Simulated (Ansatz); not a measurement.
`C[Si](O)(O)[SiH3]` + `C/C=N\[SiH3]` → `C[SiH](O)[SiH3]` + `C/C(O)=N\[SiH3]`  (redistribution)

Calculated with Ansatz (gas phase, PBE0-D4/def2-TZVP geometries, no zero-point term in ΔE). CCSD(T)/CBS is the MP2 limit (def2-TZVPP, def2-QZVPP) plus CCSD(T) − MP2 in def2-TZVPP, frozen cores. Double bonds are as drawn, so ΔE can hold a change between cis and trans. Functionals use def2-TZVPP. B3LYP here is the variant with VWN-RPA as its local correlation; programs differ in this. Each species was taken in one conformer, which may not be the lowest.

`C[Si](O)(O)[SiH3]`:

Cartesian coordinates in Å:
```
C 1.025 -0.414 1.314
Si -0.188 -0.473 -0.103
O 0.257 -1.548 -1.261
O -1.661 -0.974 0.460
Si -0.342 1.595 -1.202
H 2.022 -0.147 0.953
H 0.732 0.330 2.061
H 1.094 -1.386 1.811
H 0.105 -2.478 -1.079
H -1.911 -0.710 1.347
H -1.317 1.543 -2.324
H -0.797 2.638 -0.239
H 0.981 2.023 -1.737
```

`C/C=N\[SiH3]`:

Z-matrix (Å, degrees):
```
C
C 1 1.495
H 1 1.095 2 109.6
H 1 1.095 2 109.6 3 116.4
H 1 1.090 2 112.5 3 -121.8
N 2 1.258 1 128.7 3 121.7
H 2 1.101 1 113.8 3 -58.3
Si 6 1.729 2 132.5 1 0.0
H 8 1.484 6 107.0 2 -121.3
H 8 1.495 6 116.9 2 -0.0
H 8 1.484 6 107.1 2 121.2
```

`C[SiH](O)[SiH3]`:

Z-matrix (Å, degrees):
```
C
Si 1 1.869
H 1 1.092 2 111.1
H 1 1.094 2 111.1 3 -120.6
H 1 1.094 2 110.3 3 120.0
O 2 1.657 1 112.1 3 59.1
Si 2 2.342 1 111.5 3 -59.2
H 2 1.496 1 107.9 3 -179.7
H 6 0.958 2 117.6 1 68.6
H 7 1.489 2 110.9 1 59.8
H 7 1.488 2 111.5 1 -178.9
H 7 1.490 2 109.3 1 -59.2
```

`C/C(O)=N\[SiH3]`:

Z-matrix (Å, degrees):
```
C
C 1 1.495
H 1 1.092 2 109.6
H 1 1.092 2 109.5 3 117.2
H 1 1.087 2 111.3 3 -121.4
O 2 1.347 1 110.4 3 -58.4
N 2 1.259 1 129.5 3 121.6
H 6 0.968 2 105.9 1 -180.0
Si 7 1.715 2 132.4 1 0.0
H 9 1.495 7 114.7 2 0.1
H 9 1.485 7 108.6 2 -120.9
H 9 1.485 7 108.5 2 121.0
```

```
             level  ΔE (kJ/mol)
          B3LYP-D4         88.4
            r2SCAN         82.2
SCS-MP2/def2-QZVPP         96.2
     MP2/CBS(def2)         96.3
```

Question: What does CCSD(T)/CBS give? (Estimate.)

Answer: Ansatz gave: +95.0 kJ/mol. The listed levels differ from it by -6.6, -12.8, 1.2, 1.3 kJ/mol.

Largest T1 diagnostic among the species: 0.013.

From PBE to PBE0 (25 % exact exchange), in def2-TZVPP and without D4, ΔE moves by +3.1 kJ/mol.
